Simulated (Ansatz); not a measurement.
C2H5BSe can be A, `C=CB[SeH]`, or B, `CBC=[Se]`.

Calculated with Ansatz (gas phase, PBE0-D4/def2-TZVP geometries, no zero-point term in ΔE). CCSD(T)/CBS adds triple-zeta CCSD(T) − MP2 to the extrapolated MP2 energy (def2 sets, frozen cores). Functionals use def2-TZVPP. B3LYP here is the variant with VWN-RPA as its local correlation; programs differ in this. For Se outer-core shells are correlated without core-valence functions, which leaves a few kJ/mol of doubt a bond. Scalar relativity is left out up to krypton. Each species was taken in one conformer, which may not be the lowest.

Problem. Which isomer does CCSD(T)/CBS put lower? Give the gap. (Best estimate.)

Solution. The calculation gave: A, by 21.4 kcal/mol.

Problem. Give E(B) − E(A) in kcal/mol with LDA (SPW92), B3LYP, HF/def2-TZVPP, ωB97M-V, B2PLYP, CCSD(T)/def2-TZVPP, r2SCAN-D4. (An estimate is asked.)

Solution. Computed: LDA (SPW92) 19.9, B3LYP 21.9, HF/def2-TZVPP 27.8, ωB97M-V 22.5, B2PLYP 21.3, CCSD(T)/def2-TZVPP 21.9, r2SCAN-D4 20.7. None reverses the order clearly.

Problem. Does the order hold for the free energy at 298.15 K (harmonic terms from PBE0-D4)? (An estimate is asked.)

Solution. Computed: Yes: G(B) − G(A) = +21.0 kcal/mol, for one conformer each.

Largest T1 diagnostic: 0.018.

Leaving LDA and LC-ωPBE aside and taking each functional with its dispersion term where it has one, the values, not all of them listed here, spread over 4.7 kcal/mol, from revPBE-D4 to BHLYP-D4. From r2SCAN to r2SCAN0 (25 % exact exchange), in def2-TZVPP and without D4, E(B) − E(A) moves by +1.6 kcal/mol.
